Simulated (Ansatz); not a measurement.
Species: C3H5O, net charge 1, singlet state. It need not be the lowest isomer of its formula. 
Coordinates optimised at B3LYP-D3(BJ)/def2-TZVP (Ansatz, a program for electronic structure):
```xyz
9

C     -0.4124     1.1317     0.0955
C     -1.1743    -0.2671    -0.0201
C      0.2374    -0.1085    -0.1073
O      1.3660    -0.6479     0.0040
H     -0.2410     1.6434     1.0395
H     -0.6051     1.7808    -0.7535
H     -1.7601    -0.3468    -0.9308
H     -1.5758    -0.8021     0.8372
H      1.3498    -1.6284    -0.0332
```
Charge +1, spin multiplicity 1.

Basis-set convergence of Hartree-Fock and CCSD correlation energies (hartree) with Ansatz. Valence correlation only, unless marked. No spin-orbit coupling. No relativistic terms.

```json
[
 {"basis": "cc-pVDZ", "functions": "-", "E(HF)": "-191.05484", "E(corr, CCSD)": "-0.60475"},
 {"basis": "cc-pVTZ", "functions": "190", "E(HF)": "-191.11130", "E(corr, CCSD)": "-0.72768"},
 {"basis": "cc-pVQZ", "functions": "370", "E(HF)": "-191.12442", "E(corr, CCSD)": "-0.76726"}
]
```

Extrapolating the two largest sets (X = 3 and 4) as X^-3: E(corr) = (64·(-0.76726) - 27·(-0.72768))/37 = -0.7961 Eh, an estimate of the basis-set limit. The largest set recovers 96.4 % of it, the smallest 76.0 %.
